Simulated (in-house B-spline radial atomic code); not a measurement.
Inner levels of rhodium as electrons are removed. A shift is the extra binding of the orbital against the neutral atom ([Kr] 4d3/2(4) 4d5/2(4) 5s1). The density at the nucleus is averaged over the nuclear charge. Computed with a B-spline radial code for spherical atoms: Dirac-Hartree-Fock, jj configuration that fills j = l - 1/2 first, finite nuclei.

A number in brackets counts the electrons of a j subshell.

| ion | configuration | shift of 1s1/2 (eV) | shift of 2p1/2 (eV) | shift of 2p3/2 (eV) | radius of 1s1/2 (bohr) | radius of 2p1/2 (bohr) | radius of 2p3/2 (bohr) | Σ<r²> (bohr²) | change of density at nucleus (bohr⁻³) |
| --- | --- | --- | --- | --- | --- | --- | --- | --- | --- |
| Rh16+ | [Ar] 3d10 4s1 | 402.25 | 394.15 | 394.03 | 0.032615 | 0.12026 | 0.12507 | 3.8813 | -35.87 |
| Rh17+ | [Ar] 3d10 | 440.4 | 430.78 | 430.6 | 0.032615 | 0.12024 | 0.12504 | 3.0506 | -294.66 |
| Rh18+ | [Ar] 3d3/2(4) 3d5/2(5) | 511.61 | 502.9 | 501.09 | 0.032616 | 0.12018 | 0.12492 | 2.8183 | -241.21 |
| Rh19+ | [Ar] 3d3/2(4) 3d5/2(4) | 585.22 | 577.36 | 573.8 | 0.032617 | 0.12013 | 0.12479 | 2.6008 | -184.95 |
| Rh20+ | [Ar] 3d3/2(4) 3d5/2(3) | 661.24 | 654.14 | 648.7 | 0.032617 | 0.12006 | 0.12465 | 2.3966 | -125.87 |
| Rh21+ | [Ar] 3d3/2(4) 3d5/2(2) | 739.66 | 733.22 | 725.78 | 0.032618 | 0.11998 | 0.1245 | 2.2046 | -63.985 |
| Rh22+ | [Ar] 3d3/2(4) 3d5/2(1) | 820.46 | 814.58 | 805.02 | 0.032619 | 0.1199 | 0.12434 | 2.0238 | 0.716 |
| Rh23+ | [Ar] 3d3/2(4) | 903.64 | 898.2 | 886.39 | 0.03262 | 0.11981 | 0.12417 | 1.8534 | 68.231 |
| Rh24+ | [Ar] 3d3/2(3) | 990.08 | 981.76 | 972.2 | 0.032621 | 0.11961 | 0.12403 | 1.6941 | 140.18 |
| Rh25+ | [Ar] 3d3/2(2) | 1078.91 | 1067.4 | 1060.23 | 0.032621 | 0.11939 | 0.12389 | 1.5434 | 215.01 |
| Rh26+ | [Ar] 3d3/2(1) | 1170.14 | 1155.08 | 1150.44 | 0.032622 | 0.11917 | 0.12373 | 1.4009 | 292.73 |
| Rh27+ | [Ne] 3s2 3p6 | 1263.77 | 1244.8 | 1242.84 | 0.032623 | 0.11893 | 0.12356 | 1.2658 | 373.36 |
| Rh28+ | [Ne] 3s2 3p1/2(2) 3p3/2(3) | 1360.43 | 1332.26 | 1327.93 | 0.032619 | 0.11874 | 0.12356 | 1.11 | 465.08 |
| Rh29+ | [Ne] 3s2 3p1/2(2) 3p3/2(2) | 1458.93 | 1421.18 | 1414.4 | 0.032614 | 0.11855 | 0.12339 | 0.9596 | 559.22 |
| Rh30+ | [Ne] 3s2 3p1/2(2) 3p3/2(1) | 1559.28 | 1511.54 | 1502.25 | 0.032609 | 0.11835 | 0.12321 | 0.8143 | 655.79 |
| Rh31+ | [Ne] 3s2 3p1/2(2) | 1661.47 | 1603.35 | 1591.47 | 0.032604 | 0.11814 | 0.12302 | 0.67391 | 754.79 |
| Rh32+ | [Ne] 3s2 3p1/2(1) | 1768.38 | 1694.06 | 1685.57 | 0.032599 | 0.11815 | 0.12279 | 0.54278 | 831.21 |
| Rh33+ | [Ne] 3s2 | 1877.28 | 1786.17 | 1781.17 | 0.032592 | 0.11799 | 0.12254 | 0.41618 | 908.97 |
| Rh34+ | [Ne] 3s1 | 1979.54 | 1877.76 | 1872.27 | 0.03259 | 0.11782 | 0.12235 | 0.2833 | -511.34 |
| Rh35+ | [He] 2s2 2p6 | 2083.29 | 1970.5 | 1964.5 | 0.032588 | 0.11764 | 0.12216 | 0.15409 | -1981.79 |
